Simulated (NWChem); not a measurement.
# Cl$_{3}$Sb in NWChem

```xyz
4

Sb     0.0021     0.5750     0.0000
Cl    -1.0484    -0.5712     1.8123
Cl    -1.0484    -0.5712    -1.8123
Cl     2.0905    -0.5827     0.0000
```
Charge 0, spin multiplicity 1.

Program: NWChem. All single points use one geometry, from B3LYP/def2-SVP with def2 effective core potentials on Sb, a minimum by its harmonic frequencies.

Effective core potentials replace the inner electrons of Sb; spin-orbit coupling is left out. The structure started from a generated list of species. No SCF solution was tested for a lower state. Open-shell Hartree-Fock references start from PBE0 orbitals.

Worked example. At MP2/def2-TZVP the molecule has a total energy of -1618.81158 Ha and the free atoms (multiplicities Sb 4, Cl 2) Cl -459.63212, Sb -239.56272 Ha. The electronic atomisation energy is the atoms' sum less the molecule's energy.

1·(-239.56272) + 3·(-459.63212) = -1618.45908 Ha for the atoms; less the molecule's energy this leaves 0.35250 Ha, or 221.2 kcal/mol (925 kJ/mol), without zero-point, thermal or spin-orbit terms.
